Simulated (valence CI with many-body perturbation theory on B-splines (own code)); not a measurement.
## E1 transitions of Tl76+

Method: relativistic CI+MBPT: three valence electrons over a frozen Dirac-Fock core [He], a basis of 11 s, 11 p, 9 d, 7 f, 5 g, 2 h, 1 i functions for each j, with the one-electron correlation potential Σ1 (screened to all orders), the two-electron term Σ2, the three-electron term Σ3, Breit, model QED; selected single and double excitations, second order for the rest (own B-spline code, finite nucleus).

No measured spectrum was set against this ion. As an estimate, large intervals hold to a few tenths of a per cent, small ones and those within an open d or f shell to about a per cent.

Lines 1 to 50 of 295 in falling wavelength, among levels below 1251.6 Ry, chosen from the strongest by gf and those to the six lowest levels. Wavelengths and rates use the calculated energies. Electric multipoles are in the length gauge, E1 and E2 with the static RPA response of the core. Weak lines are less certain than strong ones. Lines between different terms over intervals too small for the method are left out, as are lines whose strength nearly cancels. The highest levels of a list are the least certain.

Levels are named by their leading jj configuration (3d3/2^4 stands for four electrons in 3d with j = 3/2), which in mixed levels can hold well under half, so a name can repeat and another be missing. Letters in brackets count levels of one name in rising energy.

```csv
λ vac (Å),Upper,Lower,A (s⁻¹),log gf,Branch %
56.41,(2p1/2 2p3/2 3d5/2) J=9/2,(2s 2p3/2 3d5/2) J=7/2 [b],5.87e+10,-0.55,0.2
55.32,(2p1/2 2p3/2 3d5/2) J=7/2 [b],(2p1/2 2p3/2 3p3/2) J=5/2 [b],6.80e+10,-0.60,0.0
55.21,(2s 2p1/2 3d5/2) J=7/2,(2s 2p1/2 3p3/2) J=5/2,7.48e+10,-0.56,0.0
54.83,(2s 2p1/2 2p3/2) J=3/2 [a],(2s^2 2p3/2) J=3/2,1.57e+09,-2.55,0.5
53.94,(2s 2p3/2 3d5/2) J=7/2 [a],(2s 2p3/2 3p3/2) J=5/2 [a],6.30e+10,-0.66,0.0
53.91,(2s 2p3/2 3d5/2) J=9/2,(2s 2p3/2 3p3/2) J=7/2,8.27e+10,-0.44,18.8
53.90,(2p1/2^2 3d5/2) J=5/2,(2p1/2^2 3p3/2) J=3/2,9.29e+10,-0.61,0.0
53.52,(2p1/2 2p3/2 3d5/2) J=7/2 [a],(2p1/2 2p3/2 3p3/2) J=5/2 [a],8.48e+10,-0.54,0.1
53.12,(2s 2p1/2 3d5/2) J=5/2 [a],(2s 2p1/2 3p3/2) J=3/2 [a],8.54e+10,-0.66,0.0
51.92,(2s 2p1/2 3d5/2) J=5/2 [b],(2s 2p1/2 3p3/2) J=3/2 [b],7.93e+10,-0.72,0.0
51.55,(2p1/2 2p3/2 3d5/2) J=5/2 [a],(2p1/2 2p3/2 3p3/2) J=3/2 [a],6.42e+10,-0.81,0.0
50.39,(2s 2p3/2 3d5/2) J=7/2 [b],(2s 2p3/2 3p3/2) J=5/2 [b],9.03e+10,-0.56,0.0
48.91,(2s 2p1/2 3p3/2) J=5/2,(2s^2 3p3/2) J=3/2,7.07e+10,-0.82,0.0
46.18,(2s 2p1/2 2p3/2) J=5/2,(2s^2 2p3/2) J=3/2,1.08e+10,-1.68,95.2
38.86,(2s 2p1/2^2) J=1/2,(2s^2 2p1/2) J=1/2,3.29e+10,-1.83,100.0
37.54,(2p1/2^2 2p3/2) J=3/2,(2s 2p1/2 2p3/2) J=1/2,1.72e+10,-1.84,0.1
35.18,(2s 2p1/2 2p3/2) J=1/2,(2s^2 2p3/2) J=3/2,2.36e+10,-2.06,0.1
35.02,(2s 2p1/2 2p3/2) J=3/2 [b],(2s^2 2p3/2) J=3/2,1.71e+10,-1.90,0.1
29.93,(2p1/2^2 2p3/2) J=3/2,(2s 2p1/2 2p3/2) J=5/2,9.54e+10,-1.29,0.4
27.15,(2p1/2^2 2p3/2) J=3/2,(2s 2p1/2 2p3/2) J=3/2 [a],2.45e+10,-1.96,0.1
18.07,(2p1/2 2p3/2 3d3/2) J=5/2 [b],(2p1/2 2p3/2 3p1/2) J=3/2 [b],1.10e+12,-0.49,0.0
17.96,(2s 2p1/2 3d3/2) J=3/2 [b],(2s 2p1/2 3p1/2) J=1/2 [b],1.06e+12,-0.69,0.0
17.91,(2p1/2 2p3/2 3d3/2) J=3/2 [b],(2p1/2 2p3/2 3p1/2) J=3/2 [b],1.21e+12,-0.63,0.0
17.45,(2s 2p3/2 3d3/2) J=5/2 [a],(2s 2p3/2 3p1/2) J=5/2,1.08e+12,-0.53,0.0
17.43,(2s 2p3/2 3d3/2) J=5/2 [a],(2s 2p3/2 3p1/2) J=3/2 [a],9.40e+11,-0.59,0.0
17.39,(2s 2p3/2 3d3/2) J=3/2 [b],(2s 2p3/2 3p1/2) J=1/2,1.06e+12,-0.72,0.0
17.29,(2s 2p3/2 3d3/2) J=5/2 [b],(2s 2p3/2 3p1/2) J=3/2 [b],2.08e+12,-0.25,0.1
17.26,(2s 2p3/2 3d3/2) J=3/2 [a],(2s 2p3/2 3p1/2) J=3/2 [a],1.67e+12,-0.53,0.1
17.22,(2s 2p3/2 3d3/2) J=7/2,(2s 2p3/2 3p1/2) J=5/2,2.03e+12,-0.14,0.1
17.21,(2s^2 3d3/2) J=3/2,(2s^2 3p1/2) J=1/2,2.02e+12,-0.45,0.1
17.21,(2p1/2 2p3/2 3d3/2) J=5/2 [a],(2p1/2 2p3/2 3p1/2) J=3/2 [a],1.65e+12,-0.36,0.5
17.20,(2p1/2^2 3d3/2) J=3/2,(2p1/2^2 3p1/2) J=1/2,2.06e+12,-0.44,0.5
17.19,(2p1/2 2p3/2 3p3/2) J=3/2 [a],(2p1/2 2p3/2 3s) J=3/2 [b],1.34e+12,-0.62,0.2
17.16,(2s 2p1/2 3d3/2) J=3/2 [a],(2s 2p1/2 3p1/2) J=1/2 [a],1.99e+12,-0.45,0.3
17.12,(2p1/2 2p3/2 3p3/2) J=7/2,(2p1/2 2p3/2 3s) J=5/2,1.72e+12,-0.22,0.2
17.11,(2p1/2 2p3/2 3d3/2) J=7/2,(2p1/2 2p3/2 3p1/2) J=5/2,2.09e+12,-0.13,1.9
17.10,(2s 2p3/2 3d3/2) J=1/2 [a],(2s 2p3/2 3p1/2) J=3/2 [a],2.21e+12,-0.71,0.1
17.09,(2s 2p1/2 3d3/2) J=5/2,(2s 2p1/2 3p1/2) J=3/2,2.05e+12,-0.27,0.5
17.07,(2p1/2 2p3/2 3d3/2) J=3/2 [a],(2p1/2 2p3/2 3p1/2) J=1/2,1.17e+12,-0.69,0.1
17.07,(2s 2p3/2 3p3/2) J=3/2 [a],(2s 2p3/2 3s) J=3/2 [a],2.49e+12,-0.36,0.5
16.99,(2s 2p3/2 3d3/2) J=1/2 [b],(2s 2p3/2 3p1/2) J=1/2,1.85e+12,-0.80,0.1
16.97,(2s 2p1/2 3p3/2) J=3/2 [b],(2s 2p1/2 3s) J=1/2 [b],1.72e+12,-0.53,0.3
16.96,(2p1/2 2p3/2 3p3/2) J=1/2 [a],(2p1/2 2p3/2 3s) J=1/2,1.78e+12,-0.81,0.2
16.89,(2p1/2 2p3/2 3d3/2) J=1/2 [a],(2p1/2 2p3/2 3p1/2) J=1/2,1.92e+12,-0.79,0.4
16.88,(2s 2p1/2 3p3/2) J=1/2,(2s 2p1/2 3s) J=1/2 [b],2.73e+12,-0.63,0.3
16.87,(2p1/2 2p3/2 3p3/2) J=5/2 [a],(2p1/2 2p3/2 3s) J=3/2 [a],3.18e+12,-0.09,0.5
16.83,(2s 2p3/2 3p3/2) J=5/2 [b],(2s 2p3/2 3s) J=3/2 [b],3.10e+12,-0.10,0.7
16.70,(2p1/2 2p3/2 3d3/2) J=5/2 [b],(2p1/2 2p3/2 3p1/2) J=5/2,7.86e+11,-0.71,0.0
16.65,(2s^2 3d5/2) J=5/2,(2s 2p1/2 3s) J=3/2,1.08e+12,-0.57,0.1
16.65,(2s 2p1/2 3d3/2) J=3/2 [b],(2s 2p1/2 3p1/2) J=3/2,9.76e+11,-0.79,0.0
```
